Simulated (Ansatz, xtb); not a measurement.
**CH6BFSn: where a starting geometry ends**

The starting geometry of this gas-phase singlet was built from a drawn formula by distance geometry and a force field; its bonds are those of `[BH3-][C+](F)[SnH3]`.

```xyz
10

C     1.6362   -0.2105   -2.2900
B     1.4315    1.2949   -2.5656
F     2.7033   -0.9050   -2.8477
Sn    0.1991   -1.2995   -1.1254
H     0.3994    1.5101   -3.1174
H     1.4221    1.8430   -1.5122
H     2.3174    1.7159   -3.2024
H     0.1651   -0.6037    0.4512
H    -1.3913   -1.1960   -1.9087
H     0.6524   -2.9823   -1.0610
```

Problem. Where would you expect an optimisation with r2SCAN-D4/def2-SVP to take it?

Solution. It rearranges, giving a structure given below by its coordinates. Distances that change by over a tenth: C1–Sn4 (2.15 → 2.37 Å), B2–Sn4 (3.21 → 2.59 Å). Contacts that open: B2–H6 (1.19 → 2.31 Å). Contacts that close: C1–H6 (2.21 → 1.10 Å).

The energy falls by 2.10 eV over 34 steps:

```tsv
step	E − E(last) (eV)
1	2.101
5	1.603
8	1.366
12	0.616
16	0.295
19	0.128
23	0.005
27	0.001
30	0.000
34	0.000
```

Final geometry (Å):

```yaml
atoms:
  - { symbol: C, position_ang: [2.0909, 0.3229, -1.8800] }
  - { symbol: B, position_ang: [1.1156, 1.0439, -2.7514] }
  - { symbol: F, position_ang: [3.0377, -0.5130, -2.3812] }
  - { symbol: Sn, position_ang: [0.1579, -0.9642, -1.4222] }
  - { symbol: H, position_ang: [0.3703, 1.8269, -2.2044] }
  - { symbol: H, position_ang: [2.3406, 0.5995, -0.8423] }
  - { symbol: H, position_ang: [1.0369, 0.8055, -3.9311] }
  - { symbol: H, position_ang: [-0.4413, -0.4185, 0.0838] }
  - { symbol: H, position_ang: [-1.0998, -1.0526, -2.5750] }
  - { symbol: H, position_ang: [0.9266, -2.4835, -1.2755] }
```

From the same start GFN2-xTB ends elsewhere, at `B[C@H](F)[SnH3]`.

The end wasn't checked by frequencies. Atoms past krypton carry core potentials, without spin–orbit terms. Run with Ansatz 0.2.0, 39 s on 2 threads of Intel(R) Xeon(R) 6975P-C (Granite Rapids), with other jobs on the host.
